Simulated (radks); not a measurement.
Results of a calculation; reference values are marked as such.
Excited configurations of Sm I: one electron is placed in a higher orbital outside [Xe] 4f6 6s1. The ground configuration is [Xe] 4f6 6s2. Code: a radial shooting solver on a logarithmic mesh with Libxc functionals. Model: scalar-relativistic Kohn-Sham, BLYP, spin-polarised, spherical densities, point nucleus; open shells are filled with parallel spins first (spin-orbit coupling, left out, can overturn this in heavy ions). Excitation = E - E(ground); binding = E(ion) - E, where the ion is the core of charge +1; n* = 1/sqrt(2 binding) in atomic units, and the quantum defect is n - n*.

5d: excitation (eV) 1.450; binding (eV) 4.144; n* 1.812; eigenvalue (eV) -1.235; <r> (bohr) 3.602
6p: excitation (eV) 1.996; binding (eV) 3.598; n* 1.945; eigenvalue (eV) -1.800; <r> (bohr) 5.628
7s: excitation (eV) 3.506; binding (eV) 2.088; n* 2.553; eigenvalue (eV) -1.216; <r> (bohr) 10.16
7p: excitation (eV) 4.007; binding (eV) 1.587; n* 2.928; eigenvalue (eV) -0.903; <r> (bohr) 12.76

The Delta-SCF ionisation energy is 5.594 eV (NIST Atomic Spectra Database: 5.644 eV, measured). Self-interaction in the functional shifts the binding energies and quantum defects, so they are the method's values and not measured ones. Open shells are spherical and high-spin; term and fine-structure splittings are not resolved. Spin-orbit splitting is averaged out at the scalar-relativistic level.
